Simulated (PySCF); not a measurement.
CH₁₀Ge₃O.
SMILES with atom numbers: `[CH3:1][O:2][GeH:3]([GeH3:4])[GeH3:5]` (hydrogens: H6, H7, H8 on C1; H9 on Ge3; H10, H11, H12 on Ge4; H13, H14, H15 on Ge5)

Structure used (PBE0-D3(BJ)/def2-SVP), in Å, numbered top down from 1:
```
atom  x, y, z in Å
C1     2.4598   -0.0776   -0.3984
O2     1.2456   -0.7715   -0.4177
Ge3   -0.1357   -0.1468    0.5445
Ge4   -0.8960    1.9741   -0.3817
Ge5   -1.7965   -1.9016    0.4219
H6     2.8866    0.0041    0.6207
H7     2.3736    0.9486   -0.8071
H8     3.1858   -0.6237   -1.0221
H9     0.3742    0.0752    1.9938
H10    0.2724    2.9605   -0.5681
H11   -1.9236    2.6095    0.5750
H12   -1.5697    1.7459   -1.7470
H13   -2.1385   -2.1808   -1.0513
H14   -3.0747   -1.4422    1.1492
H15   -1.2787   -3.1907    1.0818
```

Computed with core-valence-separated Tamm–Dancoff BHandHLYP/aug-pcX-1 (pcseg-1 on H, def2-SVPD on Ge) in PySCF, non-relativistic, gas phase, PBE0-D3(BJ)/def2-SVP geometry.

Computed oxygen K-edge spectrum, Gaussian lines of 0.5 eV full width, highest printed point 100; it ends one width below the last computed root. BHandHLYP without relativity tends to put these K edges a few eV too low, so spacings mean more than positions.

```csv
photon energy (eV),absorption
530.6,1
530.7,3
530.8,9
530.9,21
531.0,41
531.1,62
531.2,77
531.3,75
531.4,60
531.5,38
531.6,19
531.7,8
531.8,3
531.9,1
532.0,0
532.1,0
532.2,0
532.3,0
532.4,0
532.5,0
532.6,0
532.7,1
532.8,2
532.9,5
533.0,10
533.1,19
533.2,31
533.3,45
533.4,60
533.5,76
533.6,91
533.7,100
533.8,97
533.9,81
534.0,58
534.1,38
534.2,27
```

**Question.** Where are the maxima, and which lines make them up?

**Answer.** 2 maxima:
- 531.2 eV: O2 (oxygen bonded to C and Ge), 531.24 eV, f = 0.021, 100 % of the height at the exact maximum
- 533.7 eV: O2 (oxygen bonded to C and Ge), 533.80 eV, f = 0.020, 70 % of the height at the exact maximum; O2 (oxygen bonded to C and Ge), 533.65 eV, f = 0.004, 15 % of the height at the exact maximum; O2 (oxygen bonded to C and Ge), 533.47 eV, f = 0.007, 13 % of the height at the exact maximum

Further lines of some strength in the range: O2, 533.26 eV, f = 0.004.

Roots within 0.03 eV on the same or equivalent atoms count as one line; shares under 12 % aren't listed.

Vibrational structure and lifetime widths aren't in the curve. The ionisation threshold wasn't computed; near and above it a finite basis only mimics Rydberg series and continuum. The BHandHLYP/aug-pcX-1 (pcseg-1 on H, def2-SVPD on Ge) calculation is non-relativistic and has no spin–orbit coupling, an omission that weighs most on germanium.

Time: 66 s; peak memory 0.92 GiB. Hardware: one thread of an Intel Xeon at 2.50 GHz, on a shared host.

One conformer stands for the species.
